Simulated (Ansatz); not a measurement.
```yaml
crystal:
  periodic: [false, false, false]
  atoms:
    - {symbol: C, position_ang: [-0.915963, -0.146863, 0.720537]}
    - {symbol: Hf, position_ang: [0.781961, 0.125185, -0.614946]}
    - {symbol: Cl, position_ang: [2.517343, -1.112750, 0.325627]}
    - {symbol: Cl, position_ang: [0.083931, -0.696432, -2.680486]}
    - {symbol: Cl, position_ang: [1.196089, 2.417964, -0.632690]}
    - {symbol: H, position_ang: [-0.682616, 0.214734, 1.728625]}
    - {symbol: H, position_ang: [-1.189257, -1.205668, 0.795622]}
    - {symbol: H, position_ang: [-1.791478, 0.403819, 0.357711]}
basis:
  gaussian: {orbitals: def2-mTZVPP, fitting: {mean_field: cc-pVTZ-jkfit}}
hamiltonian: {xc: {name: B3LYP5}}
```

```sh
$ ansatz run in.yaml --threads 4 --pin off --events-out ev --progress --plain --max-ram 10444MiB
```

How does Ansatz answer? (Estimate.)

Computed: The program refused the input.
```
Functional definition: B3LYP5
  name "B3LYP5"
  cite "Stephens, Devlin, Chabalowski & Frisch, J. Phys. Chem. 98, 11623 (1994) doi:10.1021/j100096a001"
  cite "Becke, Phys. Rev. A 38, 3098 (1988) doi:10.1103/PhysRevA.38.3098"
  cite "Lee, Yang & Parr, Phys. Rev. B 37, 785 (1988) doi:10.1103/PhysRevB.37.785"
  cite "Vosko, Wilk & Nusair, Can. J. Phys. 58, 1200 (1980) doi:10.1139/p80-159"
  parameter a0 = 0.2
  parameter ax = 0.72
  parameter ac = 0.81
  exchange = (1 - a0 - ax)*slater_x + ax*b88_x + a0*exact_x
  correlation = (1 - ac)*vwn5_c + ac*lyp_c
Error: <dir> the basis set cc-pVTZ-JKFIT has no functions for Hf
```

B3LYP here is the variant with VWN-RPA as its local correlation; programs differ in this.
